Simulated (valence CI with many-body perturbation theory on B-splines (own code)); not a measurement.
E1 line list for Sb+

Level of theory: relativistic CI+MBPT: four valence electrons over a frozen Dirac-Fock core [Kr] 4d10, a basis of 11 s, 11 p, 10 d, 8 f, 5 g, 2 h functions for each j, with the one-electron correlation potential Σ1, the two-electron term Σ2, the three-electron term Σ3, Breit, model QED; selected CI, second order for the rest, scaled by the run's own slope (own B-spline code, finite nucleus).

Against 27 measured levels this calculation errs by 129 cm⁻¹ on average and by 345 at most. These come from a selection out of the NIST Handbook of Basic Atomic Spectroscopic Data. Levels without a partner in it may be off by more. Among the levels kept, up to 800 cm⁻¹ of a level comes from second order outside the variational space, and about a tenth of that is noise between levels of different J, which matters for small intervals.

Lines 51 to 100 of 511 in falling wavelength, among levels below 15.452 eV, chosen from the strongest by gf and those to the six lowest levels. Wavelengths and rates use the calculated energies, so an error of 100 cm⁻¹ moves a line at 2261 nm by 2.3 % and its rate by three times that or more. Electric multipoles are in the length gauge, E1 and E2 with the static RPA response of the core. Weak lines are less certain than strong ones. Lines between different terms over intervals too small for the method are left out, as are lines whose strength nearly cancels and 1 of this kind that miss the measured wavelength by over 7 %. Where a level lies close to another of its J and parity, the split of strength between their lines is uncertain. The highest levels of a list are the least certain.

Levels are named by their leading jj configuration (3d3/2^4 stands for four electrons in 3d with j = 3/2), which in mixed levels can hold well under half, so a name can repeat and another be missing. Letters in brackets count levels of one name in rising energy.

| λ vac (nm) | Upper | Lower | A (s⁻¹) | S (a.u.) with core polarisation | S without |
| --- | --- | --- | --- | --- | --- |
| 2261 | (5s^2 5p1/2 5g9/2) J=4 | (4f7/2 5s^2 5p3/2) J=3 | 3.48e+05 | 1.79e+01 | 1.79e+01 |
| 2226 | (5s^2 5p1/2 5f7/2) J=4 | (5s^2 5p3/2 6d3/2) J=3 | 5.19e+05 | 2.54e+01 | 2.54e+01 |
| 2216 | (5s^2 5p1/2 8d5/2) J=2 | (5s^2 5p1/2 8p3/2) J=2 | 1.29e+06 | 3.47e+01 | 3.48e+01 |
| 2163 | (5s^2 5p1/2 8d5/2) J=2 | (5s^2 5p1/2 8p3/2) J=1 | 8.06e+06 | 2.01e+02 | 2.01e+02 |
| 2140 | (5s^2 5p1/2 8d3/2) J=1 | (5s^2 5p1/2 8p3/2) J=1 | 1.32e+06 | 1.92e+01 | 1.92e+01 |
| 2098 | (5s^2 5p1/2 8d3/2) J=2 | (5s^2 5p1/2 8p1/2) J=1 | 8.59e+06 | 1.96e+02 | 1.96e+02 |
| 2042 | (5s^2 5p1/2 6f5/2) J=3 | (5s^2 5p1/2 5g7/2) J=4 | 4.53e+05 | 1.33e+01 | 1.33e+01 |
| 2030 | (5s^2 5p1/2 6f5/2) J=2 | (5s^2 5p1/2 7d3/2) J=1 | 7.59e+06 | 1.57e+02 | 1.57e+02 |
| 2010 | (4f5/2 5s^2 5p3/2) J=1 [a] | (5s^2 5p3/2 7s) J=1 | 2.64e+06 | 3.18e+01 | 3.18e+01 |
| 2008 | (5s^2 5p1/2 6f7/2) J=4 | (5s^2 5p1/2 5g9/2) J=5 | 5.20e+05 | 1.87e+01 | 1.87e+01 |
| 1980 | (5s^2 5p1/2 8d3/2) J=1 | (5s^2 5p1/2 8p1/2) J=1 | 2.47e+06 | 2.84e+01 | 2.85e+01 |
| 1954 | (5s^2 5p3/2 7d5/2) J=3 [a] | (5s^2 5p1/2 8p3/2) J=2 | 6.35e+05 | 1.64e+01 | 1.64e+01 |
| 1912 | (4f5/2 5s^2 5p3/2) J=1 [b] | (5s^2 5p3/2 7s) J=1 | 5.88e+06 | 6.08e+01 | 6.08e+01 |
| 1907 | (5s^2 5p1/2 6f5/2) J=3 | (5s^2 5p1/2 7d5/2) J=3 | 1.45e+06 | 3.48e+01 | 3.48e+01 |
| 1885 | (5s^2 5p1/2 9s) J=1 | (5s^2 5p3/2 7p3/2) J=0 | 1.68e+06 | 1.66e+01 | 1.66e+01 |
| 1884 | (5s^2 5p1/2 6f7/2) J=4 | (5s^2 5p1/2 7d5/2) J=3 | 1.17e+07 | 3.46e+02 | 3.46e+02 |
| 1868 | (5s^2 5p1/2 6f5/2) J=3 | (5s^2 5p1/2 7d5/2) J=2 | 2.48e+06 | 5.58e+01 | 5.58e+01 |
| 1858 | (5s^2 5p1/2 7p1/2) J=1 | (5s^2 5p1/2 7s) J=1 | 7.34e+06 | 6.97e+01 | 6.99e+01 |
| 1849 | (5s^2 5p1/2 6f7/2) J=3 | (5s^2 5p1/2 7d5/2) J=2 | 9.87e+06 | 2.16e+02 | 2.16e+02 |
| 1834 | (5s^2 5p1/2 6f5/2) J=2 | (5s^2 5p1/2 7d5/2) J=2 | 1.11e+06 | 1.70e+01 | 1.70e+01 |
| 1821 | (5s^2 5p1/2 6h9/2) J=4 | (5s^2 5p1/2 5g7/2) J=3 | 2.53e+07 | 6.77e+02 | 6.77e+02 |
| 1819 | (5s^2 5p1/2 6h11/2) J=5 | (5s^2 5p1/2 5g9/2) J=4 | 2.59e+07 | 8.45e+02 | 8.44e+02 |
| 1816 | (5s^2 5p1/2 6h9/2) J=5 | (5s^2 5p1/2 5g7/2) J=4 | 2.65e+07 | 8.60e+02 | 8.60e+02 |
| 1815 | (5s^2 5p1/2 6h9/2) J=4 | (5s^2 5p1/2 5g9/2) J=4 | 7.03e+05 | 1.87e+01 | 1.87e+01 |
| 1813 | (5s^2 5p1/2 6h9/2) J=4 | (5s^2 5p1/2 5g7/2) J=4 | 6.03e+05 | 1.60e+01 | 1.60e+01 |
| 1812 | (5s^2 5p3/2 6d5/2) J=3 | (5s^2 5p1/2 7p3/2) J=2 | 5.99e+05 | 1.23e+01 | 1.23e+01 |
| 1811 | (5s^2 5p1/2 6h11/2) J=5 | (5s^2 5p1/2 5g9/2) J=5 | 5.88e+05 | 1.90e+01 | 1.90e+01 |
| 1810 | (5s^2 5p1/2 6h9/2) J=5 | (5s^2 5p1/2 5g9/2) J=5 | 4.96e+05 | 1.60e+01 | 1.60e+01 |
| 1810 | (5s^2 5p1/2 6h11/2) J=6 | (5s^2 5p1/2 5g9/2) J=5 | 2.72e+07 | 1.04e+03 | 1.03e+03 |
| 1788 | (5s^2 5p1/2 7p1/2) J=1 | (5s^2 5p1/2 7s) J=0 | 3.62e+06 | 3.06e+01 | 3.07e+01 |
| 1729 | (5s^2 5p3/2 7d5/2) J=3 [b] | (5s^2 5p1/2 8p3/2) J=2 | 1.16e+06 | 2.08e+01 | 2.08e+01 |
| 1727 | (5s^2 5p1/2 6g7/2) J=3 | (5s^2 5p1/2 5f5/2) J=2 | 1.20e+07 | 2.14e+02 | 2.14e+02 |
| 1723 | (5s^2 5p1/2 6g9/2) J=4 | (5s^2 5p1/2 5f7/2) J=3 | 6.51e+06 | 1.48e+02 | 1.48e+02 |
| 1717 | (5s^2 5p1/2 6f5/2) J=3 | (5s^2 5p1/2 7d3/2) J=2 | 9.86e+06 | 1.73e+02 | 1.73e+02 |
| 1702 | (5s^2 5p1/2 6f7/2) J=3 | (5s^2 5p1/2 7d3/2) J=2 | 3.42e+06 | 5.82e+01 | 5.83e+01 |
| 1692 | (5s^2 5p1/2 6g9/2) J=5 | (5s^2 5p1/2 5f7/2) J=4 | 1.40e+07 | 3.69e+02 | 3.69e+02 |
| 1680 | (5s^2 5p3/2 5f7/2) J=5 | (5s^2 5p1/2 5g9/2) J=4 | 4.89e+05 | 1.26e+01 | 1.26e+01 |
| 1669 | (5s^2 5p3/2 7d5/2) J=4 | (5s^2 5p1/2 5f7/2) J=3 | 6.49e+06 | 1.34e+02 | 1.34e+02 |
| 1668 | (5s^2 5p3/2 7p1/2) J=2 | (5s^2 5p3/2 7s) J=2 | 1.10e+07 | 1.26e+02 | 1.26e+02 |
| 1665 | (5s^2 5p3/2 7p1/2) J=2 | (5s 5p3/2^3) J=1 | 1.07e+06 | 1.22e+01 | 1.22e+01 |
| 1657 | (5s^2 5p3/2 7p3/2) J=1 | (5s^2 5p3/2 7s) J=1 | 2.00e+06 | 1.35e+01 | 1.35e+01 |
| 1654 | (5s^2 5p3/2 7p3/2) J=3 | (5s^2 5p3/2 7s) J=2 | 1.18e+07 | 1.84e+02 | 1.84e+02 |
| 1640 | (5s^2 5p3/2 7d5/2) J=1 | (5s^2 5p1/2 8p1/2) J=0 | 2.05e+06 | 1.34e+01 | 1.34e+01 |
| 1638 | (5s^2 5p1/2 6g7/2) J=4 | (5s^2 5p1/2 5f5/2) J=3 | 1.33e+07 | 2.60e+02 | 2.60e+02 |
| 1634 | (5s^2 5p3/2 5f5/2) J=2 | (5s^2 5p1/2 7d3/2) J=1 | 2.27e+06 | 2.45e+01 | 2.45e+01 |
| 1611 | (5s^2 5p1/2 7p3/2) J=1 | (5s^2 5p1/2 7s) J=1 | 4.85e+06 | 3.01e+01 | 3.01e+01 |
| 1608 | (5s^2 5p3/2 8s) J=2 | (5s^2 5p3/2 7p3/2) J=2 | 1.78e+06 | 1.82e+01 | 1.82e+01 |
| 1594 | (5s^2 5p1/2 8s) J=1 | (5s^2 5p1/2 7p1/2) J=0 | 4.01e+06 | 2.40e+01 | 2.40e+01 |
| 1594 | (5s^2 5p1/2 9s) J=1 | (5s^2 5p3/2 7p3/2) J=2 | 7.70e+06 | 4.62e+01 | 4.61e+01 |
| 1588 | (5s^2 5p3/2 7p3/2) J=2 | (5s^2 5p3/2 7s) J=1 | 8.67e+06 | 8.57e+01 | 8.59e+01 |
